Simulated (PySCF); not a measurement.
B(F)(H)(NCO) (CHBFNO), SMILES FBN=C=O.

The structure is a stationary point at B3LYP-D3(BJ)/def2-SVP. The values are those of a single conformer.

Calculation: PBE0/def2-TZVPD (PySCF).

Symmetry labels are those of the subgroup Cs that the program uses (full group Cs).

**Question.** List the valence orbital energies around the gap with their symmetry. (Estimate from the structure and the level; the computed values follow.)

**Answer.** 
| orbital | symmetry | energy (eV) |
|---|---|---|
| HOMO−7 | A' | -14.88 |
| HOMO−6 | A' | -14.22 |
| HOMO−5 | A" | -13.94 |
| HOMO−4 | A' | -13.34 |
| HOMO−3 | A" | -13.29 |
| HOMO−2 | A' | -11.04 |
| HOMO−1 | A" | -9.75 |
| HOMO | A' | -9.17 |
| LUMO | A" | -1.47 |
| LUMO+1 | A' | -0.09 |
| LUMO+2 | A' | 0.55 |
| LUMO+3 | A' | 1.14 |
